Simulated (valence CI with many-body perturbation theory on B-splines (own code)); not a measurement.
Energy levels of Os XXXV

Computed by relativistic CI+MBPT: six valence electrons over a frozen Dirac-Fock core [Kr], a basis of 7 s, 7 p, 8 d, 6 f, 4 g, 1 h functions for each j, with the one-electron correlation potential Σ1, the two-electron term Σ2, the three-electron term Σ3, Breit, model QED; selected CI, second order for the rest, scaled by the run's own slope (own B-spline code, finite nucleus).

The last digits are not significant, and no measured levels were compared; by estimate large intervals hold to a few tenths of a per cent, small ones and those within an open d or f shell to about a per cent. Core correlation moves these levels by up to 8300 cm⁻¹, and in measured spectra 5 to 20 % of such shifts remained as error; rates that hang on mixing are uncertain with them. Among the levels kept, up to 740 cm⁻¹ of a level comes from second order outside the variational space, and about a tenth of that is noise between levels of different J, which matters for small intervals. Only levels of the ground parity were solved; by the run's estimate the other parity begins above the list, which can be wrong where configurations are misplaced.

Levels 1 to 34 of 34, with energies above the lowest level, (4d3/2^4 4d5/2^2) J=4. "Leading %" is the weight of the configuration and term that name the level; weights of strongly mixed levels are sums over their largest components and can fall short. In the jj column 3d3/2^4 stands for four electrons in 3d with j = 3/2. Lifetimes count E1, E2, E3, M1 and M2 decay at the calculated energies, and are blank where another channel may lead or the interval is too uncertain; long ones can be off by a factor of two.

```csv
No.,Configuration,Term,J,E (cm⁻¹),Leading %,Second component,Lifetime,g,Leading jj
1,4d6,3F,4,0,39,35 % 4d6 5D,,1.268,4d3/2^4 4d5/2^2 (95 %)
2,4d6,3P,2,22319,40,20 % 4d6 3D,293 s,1.288,4d3/2^4 4d5/2^2 (95 %)
3,4d6,3P,0,74159,50,29 % 4d6 1S,1.25 s,,4d3/2^4 4d5/2^2 (87 %)
4,4d6,5D,3,136160,66,21 % 4d6 3F,14.7 μs,1.371,4d3/2^3 4d5/2^3 (95 %)
5,4d6,5D,4,144360,42,23 % 4d6 3H,15.1 μs,1.171,4d3/2^3 4d5/2^3 (94 %)
6,4d6,5D,1,150940,51,30 % 4d6 3P,13.5 μs,1.310,4d3/2^3 4d5/2^3 (96 %)
7,4d6,3G,5,170240,60,40 % 4d6 3H,65.8 μs,1.130,4d3/2^3 4d5/2^3 (99 %)
8,4d6,3H,6,172430,68,32 % 4d6 1I,496 ms,1.109,4d3/2^3 4d5/2^3 (99 %)
9,4d6,3F,2,188500,49,23 % 4d6 1D,21.0 μs,0.968,4d3/2^3 4d5/2^3 (95 %)
10,4d6,3D,3,193280,29,28 % 4d6 3G,27.9 μs,1.054,4d3/2^3 4d5/2^3 (97 %)
11,4d6,3P,0,220300,72,21 % 4d6 1S,237 μs,,4d3/2^3 4d5/2^3 (84 %)
12,4d6,3P,1,231400,59,33 % 4d6 3D,29.0 μs,1.162,4d3/2^3 4d5/2^3 (95 %)
13,4d6,3D,2,232430,35,21 % 4d6 3F,70.9 μs,1.128,4d3/2^3 4d5/2^3 (86 %)
14,4d6,1G,4,234540,40,30 % 4d6 3G,310 μs,1.047,4d3/2^3 4d5/2^3 (93 %)
15,4d6,3F,3,241700,55,37 % 4d6 1F,40.7 μs,1.067,4d3/2^3 4d5/2^3 (98 %)
16,4d6,5D,2,294860,58,31 % 4d6 3P,6.09 μs,1.444,4d3/2^2 4d5/2^4 (94 %)
17,4d6,5D,0,305330,60,39 % 4d6 1S,5.43 μs,,4d3/2^2 4d5/2^4 (94 %)
18,4d6,3H,4,316490,41,38 % 4d6 3F,7.13 μs,1.098,4d3/2^2 4d5/2^4 (97 %)
19,4d6,5D,3,325150,26,26 % 4d6 3D,7.89 μs,1.202,4d3/2^2 4d5/2^4 (92 %)
20,4d6,3H,5,330050,60,40 % 4d6 3G,13.2 μs,1.096,4d3/2^2 4d5/2^4 (99 %)
21,4d6,1I,6,343280,68,32 % 4d6 3H,20.4 μs,1.049,4d3/2^2 4d5/2^4 (98 %)
22,4d6,3G,3,347110,42,41 % 4d6 3F,11.7 μs,0.967,4d3/2^2 4d5/2^4 (97 %)
23,4d6,3D,1,355030,48,46 % 4d6 3P,9.52 μs,1.017,4d3/2^2 4d5/2^4 (93 %)
24,4d6,1G,4,364950,52,28 % 4d6 3G,14.0 μs,1.051,4d3/2^2 4d5/2^4 (94 %)
25,4d6,3F,2,366250,34,31 % 4d6 3P,12.2 μs,1.050,4d3/2^2 4d5/2^4 (94 %)
26,4d6,3F,2,401390,68,18 % 4d6 3P,7.71 μs,0.871,4d3/2^2 4d5/2^4 (96 %)
27,4d6,3F,4,414140,62,31 % 4d6 1G,11.7 μs,1.159,4d3/2^2 4d5/2^4 (96 %)
28,4d6,1D,2,468190,80,8 % 4d6 3P,12.0 μs,1.023,4d3/2^2 4d5/2^4 (95 %)
29,4d6,3P,1,474420,64,35 % 4d6 5D,3.23 μs,1.497,4d3/2 4d5/2^5 (97 %)
30,4d6,1G,4,516390,42,21 % 4d6 3F,4.67 μs,1.029,4d3/2 4d5/2^5 (95 %)
31,4d6,1S,0,517200,77,19 % 4d6 3P,7.88 μs,,4d3/2^2 4d5/2^4 (88 %)
32,4d6,3P,2,531350,34,26 % 4d6 1D,4.98 μs,1.197,4d3/2 4d5/2^5 (94 %)
33,4d6,3F,3,537030,39,25 % 4d6 1F,5.46 μs,1.066,4d3/2 4d5/2^5 (96 %)
34,4d6,3P,0,678360,56,32 % 4d6 1S,2.43 μs,,4d5/2^6 (91 %)
```

The ionisation energy to 4d5 4P_5/2 of the next ion comes out as 1475.5 eV (NIST: 1474 ± 5 eV (theoretical)). All 34 levels together are meant to be complete up to 704400 cm⁻¹.
